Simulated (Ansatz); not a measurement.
Born–Oppenheimer molecular dynamics of BFH6OSi (10 atoms, charge 0, multiplicity 1). It starts at the highest image of a converged band. Of that band: Neighbouring images differ by up to 2.0 eV, so the band resolves the path poorly. A vibrational analysis at the climbing image gives one clearly imaginary mode, 1363i cm⁻¹: a first-order saddle point.

Computed with RKS PBE0/6-31G* (Ansatz).

```json
{"ensemble": "NVE (velocity Verlet)", "time step": "0.5 fs", "steps asked": "200", "starting velocities drawn for": "300 K", "seed": "8406"}
```

First frame:

```xyz
10
Properties=species:S:1:pos:R:3
B 0.146 0.209 0.270
O -0.209 -0.515 1.627
H -1.126 -0.828 1.580
F 1.423 -0.044 -0.077
H -0.728 0.102 -0.550
Si 0.091 2.390 0.807
H 1.116 2.920 1.753
H 0.447 2.837 -0.568
H -1.231 2.995 1.153
H -0.205 0.689 1.611
```

Task: How far do the bonds stretch over the last three quarters of this one trajectory? (Pairs bonded in most of those frames.)

Result: 
```tsv
bond	mean (Å)	spread (Å)	shortest	longest
B1–O2	1.358	0.030	1.30	1.41
B1–F4	1.340	0.042	1.27	1.42
B1–H5	1.207	0.032	1.15	1.27
O2–H3	0.969	0.024	0.93	1.01
Si6–H7	1.498	0.050	1.42	1.57
Si6–H8	1.484	0.005	1.47	1.49
Si6–H9	1.492	0.017	1.46	1.52
Si6–H10	1.534	0.146	1.31	1.73
```

Mean temperature of the second half: 2208 K. The conserved energy stayed within 0.48 meV per atom of its start (net change 0.0032 meV per atom), so the integration is sound. The kinetic energy rose, since the run started high on the potential surface and went downhill. It ends in pieces (BFH2O + H4Si), so much of that is their flight and rotation, not heat. A run of 0.1 ps of so small a system gives no equilibrium averages. The orbitals stay closed-shell, which can raise the energy where a bond breaks towards radicals; this wasn't checked here.

The run took 9.4 min on 1 thread of Arm Neoverse V2 (shared host), peak memory 0.16 GiB.
